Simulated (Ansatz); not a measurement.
This geometry of H3NOZn (6 atoms, charge 0, multiplicity 1) is a first-order saddle point.

All numbers below come from RKS B3LYP-D4/def2-SVP in Ansatz.

```xyz
6
Properties=species:S:1:pos:R:3
N 0.911 1.022 0.151
Zn -0.176 -0.395 -0.051
O -1.150 -1.868 -0.253
H 1.302 1.561 -0.613
H 1.216 1.388 1.045
H -2.102 -1.708 -0.279
```

**Question.** Which two structures does it join? (They come from a converged band through this point; their orientation in space is the band's.)

**Answer.** No bond is made or broken. The height of N1 over the plane of its neighbours goes from 0.34 to -0.34 Å.

Initial state:

```xyz
6
Properties=species:S:1:pos:R:3
N 1.218 0.775 0.143
Zn -0.183 -0.377 -0.049
O -1.340 -1.713 -0.248
H 1.326 1.463 -0.602
H 1.245 1.291 1.022
H -2.265 -1.438 -0.265
```

Final state:

```xyz
6
Properties=species:S:1:pos:R:3
N 0.586 1.285 0.165
Zn -0.143 -0.373 -0.047
O -0.893 -1.973 -0.253
H 1.194 1.591 -0.595
H 1.113 1.419 1.029
H -1.858 -1.949 -0.299
```

**Question.** How far does it lie above each of them?

**Answer.** 0.036 eV above the first and 0.038 eV above the second. This is the barrier of this one path; another mechanism may lie lower.

The run took 4.2 min on 1 thread of AMD EPYC (Zen 3), with other jobs on the host, peak memory 0.16 GiB.
